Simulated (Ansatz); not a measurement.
C3H6F2Si can be A, `FC[Si]1(F)CC1`, or B, `FC1(F)CC[SiH2]1`.

Program: Ansatz. Geometries: PBE0-D4/def2-TZVP. ΔE: electronic, gas phase. CCSD(T)/CBS adds triple-zeta CCSD(T) − MP2 to the extrapolated MP2 energy (def2 sets, frozen cores). Functionals use def2-TZVPP. One conformer a species, not always the lowest.

Q: Which is lower in electronic energy at CCSD(T)/CBS, and by how much? (Estimate.)

A: Ansatz gave: A, by 31.4 kcal/mol.

Q: Give E(B) − E(A) in kcal/mol with ωB97M-V, B2PLYP, CCSD/def2-TZVPP, CCSD(T)/def2-TZVPP, MP2/def2-TZVPP, r2SCAN-D4, HF/def2-TZVPP. (An estimate is asked.)

A: Computed: ωB97M-V 30.1, B2PLYP 32.1, CCSD/def2-TZVPP 30.9, CCSD(T)/def2-TZVPP 30.4, MP2/def2-TZVPP 32.9, r2SCAN-D4 30.8, HF/def2-TZVPP 30.9. None reverses the order clearly.

Largest T1 diagnostic: 0.012.

The D4 term adds −0.7 kcal/mol with B3LYP and −0.3 kcal/mol with PBE0; it sums over pairs of atoms, weighted by their polarisabilities, and B3LYP, whose exchange is more repulsive, gets the larger term.

B3LYP here is the variant with VWN-RPA as its local correlation; programs differ in this.
